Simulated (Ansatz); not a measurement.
Frontier orbitals of `CO[SiH](C)C#N`.

Total charge 0; spin multiplicity 1. The geometry is a stationary point of PBE0-D4/def2-TZVP. It is one conformer, not always the lowest. Basis def2-TZVPP, Ansatz.

| functional | HOMO (eV) | LUMO (eV) | gap (eV) |
| --- | --- | --- | --- |
| PBE | -7.20 | -1.55 | 5.65 |
| BLYP | -7.12 | -1.39 | 5.73 |
| PBE0 | -8.77 | -0.57 | 8.20 |
| LC-ωPBE | -11.58 | 1.75 | 13.33 |
| ωB97M-V | -11.16 | 1.44 | 12.60 |

From PBE to PBE0 the HOMO moves by −1.57 eV and the LUMO by +0.98 eV, and with ωB97M-V by −3.97 and +2.98 eV, so the gap grows from 5.65 to 12.60 eV with exact exchange. A positive LUMO is unbound and depends on the basis.

LC-ωPBE has ω = 0.4 bohr⁻¹.
